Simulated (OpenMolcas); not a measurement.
An OpenMolcas run meant for Mg I (ANO-RCC-VQZP, DKH2; inactive shells 1s 2s 2p; intended active space 2 electrons in 4 orbitals (3s 3p)). One step of its input:

```
&CASPT2
Multistate=1 1
Frozen=1 0
IPEA=-0.1
Imaginary=0.1
MaxIter=60
WThr=0.0 0.3 0.05
PrWF=0.5
NoMix
```

The run finished. Its levels beside those of a sound run (SS-CASPT2, IPEA 0.25 Eh, imaginary shift 0.1 Eh (closed shells correlated: 2s 2p)), in cm⁻¹ above each run's lowest level:

```csv
Level,This run,Usual run
3s² ¹S₀,0.0,0.0
3s 3p ³P°₀,21568,21897
3s 3p ³P°₁,21583,21913
3s 3p ³P°₂,21614,21944
3s 3p ¹P°₁,35954,37353
```

Q: Which setting is unsound, and how much does it matter here?

A: The IPEA shift is negative. Against the sound run the excited levels shown move by 600 cm-1 on average and by 1400 cm-1 at most.

Levels of configurations outside the active space are missing.

° marks odd parity.
